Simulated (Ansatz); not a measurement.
The cluster CuSi4⁺. Total charge 1; singlet. Geometry PBE-D4/def2-SVP.

Cartesian coordinates in Å:
```
Cu -0.001 -0.005 0.005
Si 1.248 2.860 3.280
Si 0.614 1.404 1.618
Si -0.615 -1.410 -1.613
Si -1.247 -2.850 -3.289
```

The restricted singlet is unstable towards broken spin symmetry in Hartree–Fock (as tested in another run); at PBE-D4/def2-SVP, PBE-D4/def2-TZVP, r2SCANh-D4/def2-TZVP, PBE0-D4/def2-SVP and others this wasn't settled. Another isomer (singlet) lies 5.19 eV lower at PBE0-D4/def2-TZVP; other spin states weren't run for this one.

**Question.** Estimate the orbital energies around the gap (eV) in Ansatz with PBE-D4/def2-SVP, PBE-D4/def2-TZVP, r2SCANh-D4/def2-TZVP, PBE0-D4/def2-SVP, BHLYP-D4/def2-TZVP.

**Answer.** 
```tsv
orbital	PBE-D4/def2-SVP	PBE-D4/def2-TZVP	r2SCANh-D4/def2-TZVP	PBE0-D4/def2-SVP	BHLYP-D4/def2-TZVP
HOMO−5	-11.02	-11.14	-12.17	-12.99	-15.07
HOMO−4	-11.02	-11.14	-12.17	-12.99	-14.51
HOMO−3	-10.25	-10.26	-10.78	-11.18	-11.95
HOMO−2	-9.77	-9.74	-10.25	-10.64	-11.31
HOMO−1	-9.43	-9.40	-9.62	-9.87	-10.38
HOMO	-9.43	-9.40	-9.62	-9.87	-10.38
LUMO	-9.19	-9.16	-9.13	-8.60	-7.44
LUMO+1	-9.19	-9.16	-9.13	-8.60	-7.44
LUMO+2	-7.15	-7.16	-6.80	-6.34	-5.39
LUMO+3	-7.15	-7.16	-6.80	-6.34	-5.39
LUMO+4	-6.53	-6.49	-6.06	-5.66	-4.60
LUMO+5	-6.53	-6.49	-6.06	-5.66	-4.60
```
